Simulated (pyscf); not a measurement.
`[F][GeH2][GeH2]`, doublet

Gas-phase minimum from PySCF at ωB97X-D3(BJ)/def2-SVP, one conformer. Other isomers of F–GeH₂–GeH₂• were not searched in full and may lie lower. 

SMILES: [F][GeH2][GeH2]
```xyz
7

F     -0.0212    -0.9084     1.0357
Ge    -0.2355    -0.2726    -0.5824
Ge     0.7818     1.9004    -0.5715
H     -1.7549    -0.2783    -0.8239
H      0.4791    -1.2447    -1.5324
H      0.0646     2.8989     0.3550
H      0.9012     2.4948    -1.9887
```
Charge 0, spin multiplicity 2.

Bonds (Å): F1–Ge2 1.752, Ge2–Ge3 2.399, Ge2–H4 1.538, Ge2–H5 1.536, Ge3–H6 1.539, Ge3–H7 1.541. Bond angles (°): F1–Ge2–Ge3 105.8, F1–Ge2–H4 105.3, F1–Ge2–H5 106.5, Ge3–Ge2–H4 115.0, Ge3–Ge2–H5 112.3, H4–Ge2–H5 111.1, Ge2–Ge3–H6 113.1, Ge2–Ge3–H7 112.2, H6–Ge3–H7 109.8.

Properties at ωB97X-D3(BJ)/def2-SVP:

```json
{
 "harmonic_wavenumbers_unscaled": "76, 134, 284, 373, 480, 544, 686, 709, 799, 849, 891, 2145, 2167, 2174, 2196 cm⁻¹",
 "zero_point_energy": "20.7 kcal/mol",
 "rotational_symmetry_number": "1",
 "Entropy of this conformer at 298 K and 1 atm, rigid rotor and harmonic oscillator, modes under 100 cm⁻¹ raised to 100": "337.9 J/(mol K)",
 "dipole_moment": "2.08 D",
 "Spin expectation value S2": "0.752"
}
```

Single-point totals, which compare only within one level:

```csv
level,total energy (hartree)
ωB97X-D3(BJ)/def2-TZVP,-4256.21602
PBE/def2-TZVP,-4255.56089
r²SCAN/def2-TZVP,-4256.23659
B3LYP-D3(BJ)/def2-TZVP,-4256.40120
PBE0-D3(BJ)/def2-TZVP,-4255.67674
M06-2X/def2-TZVP,-4256.26163
ωB97M-D3(BJ)/def2-TZVP,-4256.34817
```

Soft torsions are taken as harmonic, which can shift the entropy by several J/(mol K). Elements up to Kr have no core potential and no relativistic terms here.
